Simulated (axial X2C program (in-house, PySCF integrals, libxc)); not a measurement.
# Correcting the dissociation energy of CdF for spin–orbit coupling

A spin-free PBE0 curve (one-electron X2C) was computed with an axial X2C code built on PySCF integrals, basis Cd dyall-v2z [9s10p7d2f], F dyall-v2z [5s4p1d] (cores contracted in-house), for the state M_S = 1/2, Λ = 0 (beyond evenly filled blocks: σα). It gives D0 = 2.453 eV to Cd + F, which in a spin-free picture are the weighted means of the ground terms.

Measured levels of the ground terms (NIST Handbook of Basic Atomic Spectroscopic Data), in cm⁻¹: Cd 1S: J = 0 at 0; F 2P: J = 3/2 at 0, J = 1/2 at 404.1.

The molecular state has Λ = 0, so it has no first-order lowering.

How far does each ground level lie under the (2J+1)-weighted mean of its term?

Cd: a single level, 0; F: (4 × 0 + 2 × 404.1)/6 = 135 cm⁻¹.

Correct D0.

D0 = 2.453 + (0 − 135)/8065.5 = 2.436 eV at PBE0 with these spin–orbit terms.

Second-order spin–orbit effects in the molecule, which grow quickly with Z, are left out. The state is one determinant whose occupation by symmetry is held fixed; it was picked as the lowest of a PBE0 search that is not exhaustive. De is counted from the lowest determinant-based energies of the atoms at the same level, without counterpoise correction.
